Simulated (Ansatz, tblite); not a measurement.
Forces on Ge2S4⁻ at its PBE-D4/def2-SVPD geometry. Total charge -1; doublet.

The xTB rows come from tblite. Another isomer (doublet) lies 0.73 eV lower at PBE0-D4/def2-TZVPD; other spin states weren't run for this one.

GFN1-xTB (tblite), largest force 1.75 eV/Å:

```xyz
6
positions Å, forces eV/Å
Ge   -0.838   -1.095    0.125    0.172    0.458    1.155
Ge    1.991    0.914   -1.251   -1.438   -0.454    0.878
S     1.578   -0.949   -0.133   -0.611    1.135   -0.651
S    -1.550   -2.205    1.809    0.426    0.582   -0.943
S    -1.230    1.220    0.431    0.594   -0.909   -0.699
S     0.050    2.115   -0.981    0.858   -0.811    0.260
```

GFN2-xTB (tblite), largest force 0.71 eV/Å:

```
Ge -0.377 -0.333 0.114
Ge -0.192 -0.297 0.282
S 0.330 0.383 -0.242
S 0.115 0.145 -0.140
S 0.419 0.400 -0.411
S -0.294 -0.299 0.396
```

PBE-D4/def2-TZVPD (Ansatz), largest force 0.43 eV/Å:

```
Ge 0.042 0.046 0.172
Ge -0.204 -0.074 0.121
S -0.057 0.132 -0.093
S 0.059 0.087 -0.147
S 0.269 0.066 -0.330
S -0.108 -0.257 0.278
```
